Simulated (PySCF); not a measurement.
**Electronic structure of Hf⁶³⁺ (hafnium, charge +63) at the PBE level**

Configuration: [He] 2s2 2p5, 2P determinant. Calculation: PySCF 2.14, in an uncontracted even-tempered set (19 s from 40 bohr⁻², ratio 2.2; 13 p from 52 bohr⁻², ratio 2.2; 5 d from 210 bohr⁻², ratio 2.4; 5 f from 310 bohr⁻², ratio 2.4; 4 g from 470 bohr⁻², ratio 2.4); scalar relativity by spin-free X2C-1e.

```
Total energy                                                  : -9855.41 hartree
One-electron energy                                           : -10393.74 hartree
Hartree (Coulomb) energy                                      : 663.18 hartree
Exchange-correlation energy                                   : -124.84 hartree
⟨S²⟩                                                          : 0.7500
⟨L²⟩                                                          : 2.000
Sum of ⟨r⟩                                                    : 0.5385 bohr
Sum of ⟨r²⟩                                                   : 0.04460 bohr²
Traceless quadrupole moment −½Σ⟨3z² − r²⟩ along its main axis : 0.00233 e·bohr²
```

| shell | electrons | mean orbital energy (eV) | spread (eV) | rms radius, mean of both spins (bohr) |
| --- | --- | --- | --- | --- |
| 1s α | 1 | -70940.8 | 0 | 0.0215 |
| 1s β | 1 | -70924.2 | 0 | 0.0215 |
| 2s α | 1 | -16511.3 | 0 | 0.0850 |
| 2s β | 1 | -16484.6 | 0 | 0.0850 |
| 2p α | 3 | -15260.6 | 40.601 | 0.0765 |
| 2p β | 2 | -15233.1 | 0 | 0.0765 |

Spin-orbit coupling, absent here, splits the open shell strongly.

Densities and radii are taken from the X2C orbitals without a picture-change correction, which distorts them close to the nucleus.
